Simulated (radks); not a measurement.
Species: Xe4+. Configuration: [Kr] 4d10 5s2 5p1.5 5d0.5 (fractional occupations, a model configuration). All-electron calculation, Dirac Kohn-Sham, exchange-only LDA, spin-unpolarised, spherical densities, finite nucleus; open shells fill j = l - 1/2 first; Fermi nuclear charge, rms radius 4.7859 fm. Program: a radial shooting solver on a logarithmic mesh with Libxc functionals.

Normalised radial functions P(r) = r R(r) (large component), r in bohr:

r	4p1/2	5s1/2	5d5/2
0.001074	0.0039	0.0304	0.0000
0.001654	0.0068	0.0437	0.0000
0.002548	0.0121	0.0616	0.0000
0.003924	0.0224	0.0843	0.0000
0.006044	0.0423	0.1098	0.0002
0.00931	0.0802	0.1314	0.0006
0.01434	0.1487	0.1344	0.0018
0.02209	0.2600	0.0948	0.0058
0.03403	0.4051	-0.0086	0.0172
0.05241	0.5059	-0.1536	0.0457
0.08073	0.3780	-0.2192	0.1038
0.1254	-0.1454	-0.0337	0.1869
0.1931	-0.7147	0.2846	0.2194
0.2974	-0.4442	0.1937	0.0757
0.4581	0.7498	-0.3670	-0.2265
0.7057	1.3336	-0.3343	-0.3433
1.087	0.7266	0.5314	0.0098
1.674	0.1433	0.8982	0.5529
2.579	0.0078	0.4266	0.6927
3.972	0.0001	0.0591	0.3283
6.119	0.0000	0.0015	0.0475

4p1/2: eigenvalue -195.38 eV, 2 radial nodes at r = 0.114, 0.355 bohr, <r> = 0.745 bohr, 90 % of the charge inside 1.09 bohr. 5s1/2: eigenvalue -61.251 eV, 4 radial nodes at r = 0.0331, 0.131, 0.349, 0.849 bohr, <r> = 1.71 bohr, 90 % of the charge inside 2.44 bohr. 5d5/2 (empty): eigenvalue -28.897 eV, 2 radial nodes at r = 0.335, 1.08 bohr, <r> = 2.55 bohr, 90 % of the charge inside 3.70 bohr.
